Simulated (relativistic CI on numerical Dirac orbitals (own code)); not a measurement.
**Spin-allowed bands of a d8 ion in a tetrahedral site, by hand**

Problem. Take Δ = 7550 cm⁻¹ and B = 690 cm⁻¹ for a d8 ion in a tetrahedral site. Calculate the three spin-allowed bands.

Working.
1. The terms of highest spin are 3F (energy 0) and 3P (15B = 10350 cm⁻¹). Here the F term splits into A2 at +1.2Δ = 9060, T2 at +0.2Δ = 1510 and T1 at −0.6Δ = -4530 cm⁻¹.
2. The two T1 states mix through the element 0.4Δ: H = [[-4530, 3020], [3020, 10350]], with roots ½(H₁₁ + H₂₂) ∓ ½√[(H₂₂ − H₁₁)² + 4H₁₂²] = ½(5820) ∓ ½(16059) = -5120 and 10940 cm⁻¹.
3. The ground term is 3T1 at -5120 cm⁻¹.
4. Bands: 3T2 6630 cm⁻¹ (1508 nm), 3A2 14180 cm⁻¹ (705 nm), 3T1(P) 16059 cm⁻¹ (623 nm).

Check. Exact diagonalisation of the whole d8 shell with these parameters gives 3T2 6630, 3A2 14180, 3T1 16059 cm⁻¹. The match is exact, since without spin-orbit coupling no other term has this spin. The ratio of the second band to the first, 2.139, depends on Δ/B = 10.9 alone, which is how a Tanabe-Sugano diagram is read.
